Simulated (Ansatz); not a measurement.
Computed with Ansatz on PBE0-D4/def2-TZVP structures; ΔE is electronic, products minus reactants. CCSD(T)/CBS is the MP2 limit (def2-TZVPP, def2-QZVPP) plus CCSD(T) − MP2 in def2-TZVPP, frozen cores. This one scheme is used for every species, atoms too. Functionals use def2-TZVPP. Open shells (•) are unrestricted, without spin–orbit coupling. Spin–orbit coupling would lower the free atoms: a little for B, Si; clearly for Ge. Bonds to Ge are less sure, by a few kJ/mol each and by 10 to 20 or more in all where they break to atoms, as the def2 sets lack core-valence functions. Scalar relativity is left out up to krypton. Each species was taken in one conformer, which may not be the lowest.

Reaction (atomization): `[BH2][GeH2][SiH2][SiH3]` → B• + Ge• + 9 H• + 2 Si•

`[BH2][GeH2][SiH2][SiH3]`:

Cartesian coordinates in Å:
```
B -0.754 1.018 1.991
Ge 1.085 0.533 1.255
Si 0.657 -1.125 -0.425
Si -0.803 -0.264 -2.033
H -1.223 0.415 2.909
H -1.419 1.851 1.452
H 2.053 -0.079 2.284
H 1.801 1.696 0.542
H 0.048 -2.327 0.210
H 1.944 -1.533 -1.055
H -0.223 0.966 -2.635
H -2.092 0.094 -1.379
H -1.075 -1.246 -3.117
```

CCSD(T)/CBS gives +38.77 eV.

Another level gave +38.13 eV. Which?
A. CCSD(T)/def2-TZVPP
B. B2PLYP/def2-TZVPP
C. r2SCAN-D4/def2-TZVPP
D. r2SCAN/def2-TZVPP

B. B2PLYP 38.13, r2SCAN-D4 38.86, CCSD(T)/def2-TZVPP 37.97, r2SCAN 38.78 eV.

Largest T1 diagnostic among the species: 0.014.

The D4 term adds +0.50 eV with B3LYP and +0.27 eV with PBE0; it sums over pairs of atoms, weighted by their polarisabilities, and B3LYP, whose exchange is more repulsive, gets the larger term. In def2-TZVPP, CCSD(T) changes the Hartree–Fock value by +8.18 eV (the triples alone add +0.32 eV) and MP2 by +7.70 eV; breaking electron pairs costs correlation energy, which Hartree–Fock lacks. From PBE to PBE0 (25 % exact exchange), in def2-TZVPP and without D4, ΔE moves by +0.08 eV.

B3LYP here is the variant with VWN-RPA as its local correlation; programs differ in this.

For atomizations the MP2-based limit and the directly extrapolated one differ by several kJ/mol either way, and by 10 to 25 for some Ge, Se and Sn compounds, so smaller differences from it don't rank the levels.
